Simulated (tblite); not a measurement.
Record of a relaxation.

Compound: C6H10BF3.
Atom-mapped SMILES: `[F:1][C:2]([F:3])([F:4])[CH2:5][C@@H:6]1[CH2:7][BH:8][CH2:9][CH2:10]1` (hydrogens: H11, H12 on C5; H13 on C6; H14, H15 on C7; H16 on B8; H17, H18 on C9; H19, H20 on C10)

Computed with GFN2-xTB (tblite), gas phase: L-BFGS steps from a force-field or distance-geometry start until the largest atomic force falls under 0.01 eV/Å. 4 of its 65 geometries are shown.

Step 0: E = -908.0545 eV, largest atomic force 2.091 eV/Å
```
atom  x, y, z in Å  |  force x, y, z in eV/Å
F1      2.455   -0.427    2.066    0.423   1.049  -1.610
C2      2.536    0.086    0.772    0.093  -0.141   0.133
F3      3.797   -0.239    0.276   -1.424   0.705   0.917
F4      2.418    1.466    0.812    0.589  -1.831   0.281
C5      1.459   -0.534   -0.110   -0.140  -0.283  -0.496
C6      0.024   -0.374    0.440    0.561   0.016   0.714
C7     -0.985   -1.169   -0.387   -0.361  -0.317  -0.551
B8     -2.321   -0.354   -0.229   -0.699  -0.909   1.749
C9     -1.986    1.042    0.402   -0.686   0.379  -0.508
C10    -0.470    1.082    0.456    0.893   0.877   0.151
H11     1.677   -1.620   -0.225    0.032   0.617   0.204
H12     1.524   -0.082   -1.129    0.053  -0.153   0.723
H13    -0.006   -0.760    1.496    0.088   0.250  -0.837
H14    -0.706   -1.202   -1.463    0.129  -0.223   0.649
H15    -1.101   -2.196    0.011    0.296   0.432  -0.559
H16    -3.304   -0.924    0.138    0.023   0.317  -0.881
H17    -2.388    1.871   -0.228    0.183  -0.280   0.799
H18    -2.423    1.099    1.423    0.141   0.178  -0.728
H19    -0.088    1.628   -0.438   -0.094  -0.368   0.605
H20    -0.117    1.618    1.371   -0.100  -0.316  -0.755
```

Step 21: E = -908.6875 eV, largest atomic force 0.076 eV/Å
```
atom  x, y, z in Å  |  force x, y, z in eV/Å
F1      2.473   -0.377    2.023    0.016  -0.017   0.020
C2      2.524    0.067    0.758    0.012   0.016   0.035
F3      3.762   -0.218    0.311   -0.022  -0.004  -0.013
F4      2.455    1.405    0.827    0.019   0.018  -0.022
C5      1.453   -0.547   -0.116   -0.002   0.001  -0.011
C6      0.049   -0.371    0.466   -0.028  -0.011   0.018
C7     -1.005   -1.184   -0.304   -0.052  -0.008  -0.020
B8     -2.361   -0.435   -0.043   -0.045  -0.007  -0.021
C9     -1.991    1.011    0.448   -0.019  -0.017  -0.021
C10    -0.452    1.083    0.440   -0.018  -0.006   0.012
H11     1.694   -1.608   -0.211   -0.004  -0.015   0.008
H12     1.523   -0.082   -1.101    0.019   0.009  -0.030
H13     0.058   -0.729    1.500   -0.005   0.021   0.030
H14    -0.806   -1.105   -1.379    0.043  -0.023   0.009
H15    -0.962   -2.245   -0.062    0.026   0.020  -0.008
H16    -3.438   -0.859   -0.194    0.032   0.012  -0.020
H17    -2.422    1.798   -0.173   -0.008   0.027   0.071
H18    -2.383    1.187    1.454    0.048  -0.003  -0.024
H19    -0.108    1.569   -0.476   -0.030  -0.029   0.027
H20    -0.067    1.652    1.286    0.019   0.016  -0.040
```

Step 43: E = -908.7084 eV, largest atomic force 0.046 eV/Å
```
atom  x, y, z in Å  |  force x, y, z in eV/Å
F1      2.510   -0.354    2.041   -0.013  -0.009   0.010
C2      2.537    0.067    0.766   -0.010   0.003   0.007
F3      3.759   -0.247    0.293   -0.001   0.005   0.014
F4      2.492    1.406    0.810   -0.011   0.009  -0.008
C5      1.446   -0.551   -0.081   -0.005  -0.006  -0.015
C6      0.036   -0.350    0.479    0.007   0.000  -0.016
C7     -1.004   -1.176   -0.304    0.027   0.006   0.008
B8     -2.364   -0.408   -0.118    0.034   0.011   0.004
C9     -1.999    0.996    0.484    0.007   0.014   0.021
C10    -0.467    1.098    0.392   -0.007  -0.022  -0.010
H11     1.674   -1.618   -0.148    0.001  -0.013   0.004
H12     1.525   -0.113   -1.078    0.016  -0.004  -0.020
H13     0.019   -0.670    1.526    0.019   0.006  -0.025
H14    -0.753   -1.144   -1.369    0.005   0.007   0.006
H15    -0.978   -2.229   -0.025   -0.016   0.009   0.014
H16    -3.428   -0.803   -0.382   -0.010  -0.001  -0.003
H17    -2.489    1.862    0.040    0.002   0.006   0.008
H18    -2.296    0.997    1.538   -0.009   0.010   0.013
H19    -0.189    1.518   -0.578   -0.010  -0.003   0.014
H20    -0.037    1.733    1.168   -0.027  -0.027  -0.025
```

Step 64: E = -908.7105 eV, largest atomic force 0.010 eV/Å
```
atom  x, y, z in Å  |  force x, y, z in eV/Å
F1      2.474   -0.343    2.045    0.003   0.005   0.003
C2      2.526    0.071    0.769   -0.004   0.000   0.001
F3      3.760   -0.238    0.325   -0.007  -0.003   0.002
F4      2.474    1.411    0.804    0.003   0.001  -0.003
C5      1.451   -0.555   -0.093    0.002  -0.002  -0.003
C6      0.040   -0.351    0.465    0.003   0.005   0.002
C7     -1.005   -1.177   -0.308    0.002   0.002   0.004
B8     -2.361   -0.402   -0.119   -0.002  -0.004  -0.003
C9     -1.992    0.995    0.499   -0.008  -0.003  -0.001
C10    -0.463    1.095    0.383   -0.006   0.005   0.000
H11     1.681   -1.622   -0.151    0.005  -0.006   0.003
H12     1.539   -0.123   -1.092    0.007   0.007  -0.001
H13     0.029   -0.670    1.512    0.004  -0.005   0.001
H14    -0.753   -1.162   -1.374   -0.006   0.001   0.002
H15    -0.990   -2.226   -0.012   -0.005  -0.002  -0.008
H16    -3.425   -0.790   -0.392   -0.002   0.002   0.004
H17    -2.490    1.867    0.073    0.008   0.001   0.000
H18    -2.275    0.985    1.557    0.003  -0.005  -0.001
H19    -0.200    1.516   -0.590    0.001  -0.002  -0.002
H20    -0.025    1.729    1.153   -0.001   0.003   0.000
```

Q: Summarise the path.

A: The energy falls by 0.6559 eV from step 0 to step 64; nine tenths of that is first reached at step 10. It falls at every step. The largest force goes from 2.091 to 0.010 eV/Å. Among the bonds F1–C2 changes most, from 1.394 to 1.343 Å; the atoms move by 0.186 Å rms after alignment.

Q: Follow the three bonds and two angles with the largest change from start to end.

A: 
| step | E above end (eV) | largest force (eV/Å) | F1–C2 (Å) | C2–F3 (Å) | C2–F4 (Å) | C9–B8–H16 (°) | C7–B8–H16 (°) |
| --- | --- | --- | --- | --- | --- | --- | --- |
| 0 | 0.6559 | 2.091 | 1.394 | 1.393 | 1.385 | 118.5 | 118.9 |
| 3 | 0.1941 | 0.694 | 1.334 | 1.339 | 1.335 | 122.8 | 122.7 |
| 6 | 0.1153 | 0.311 | 1.346 | 1.351 | 1.343 | 125.6 | 125.3 |
| 8 | 0.0875 | 0.280 | 1.344 | 1.348 | 1.343 | 126.2 | 125.9 |
| 11 | 0.0519 | 0.232 | 1.340 | 1.344 | 1.339 | 126.0 | 126.6 |
| 14 | 0.0327 | 0.194 | 1.343 | 1.348 | 1.342 | 125.9 | 127.2 |
| 17 | 0.0266 | 0.072 | 1.343 | 1.346 | 1.341 | 126.2 | 127.2 |
| 19 | 0.0248 | 0.088 | 1.342 | 1.346 | 1.341 | 126.3 | 127.1 |
| 22 | 0.0221 | 0.071 | 1.343 | 1.347 | 1.341 | 126.4 | 126.9 |
| 25 | 0.0193 | 0.075 | 1.343 | 1.347 | 1.342 | 126.8 | 126.7 |
| 28 | 0.0152 | 0.108 | 1.342 | 1.346 | 1.341 | 127.0 | 126.5 |
| 31 | 0.0114 | 0.089 | 1.342 | 1.348 | 1.342 | 126.9 | 126.4 |
| 33 | 0.0087 | 0.094 | 1.342 | 1.348 | 1.342 | 127.0 | 126.3 |
| 36 | 0.0054 | 0.103 | 1.342 | 1.347 | 1.341 | 127.0 | 126.5 |
| 39 | 0.0033 | 0.055 | 1.342 | 1.347 | 1.341 | 126.8 | 126.7 |
| 42 | 0.0023 | 0.035 | 1.342 | 1.348 | 1.341 | 126.9 | 126.7 |
| 45 | 0.0014 | 0.055 | 1.342 | 1.347 | 1.341 | 127.2 | 126.6 |
| 47 | 0.0010 | 0.026 | 1.343 | 1.347 | 1.341 | 127.1 | 126.6 |
| 50 | 0.0007 | 0.016 | 1.342 | 1.347 | 1.341 | 127.0 | 126.6 |
| 53 | 0.0005 | 0.023 | 1.342 | 1.347 | 1.341 | 127.1 | 126.5 |
| 56 | 0.0003 | 0.013 | 1.343 | 1.347 | 1.341 | 127.1 | 126.5 |
| 58 | 0.0002 | 0.017 | 1.343 | 1.347 | 1.341 | 127.1 | 126.5 |
| 61 | 0.0001 | 0.015 | 1.343 | 1.347 | 1.341 | 127.0 | 126.5 |
| 64 | 0.0000 | 0.010 | 1.343 | 1.347 | 1.341 | 127.1 | 126.5 |

What follows is the cost of the whole relaxation. On one thread, Arm Neoverse N1 (aarch64), no GPU (shared host), this took 0.75 s wall.
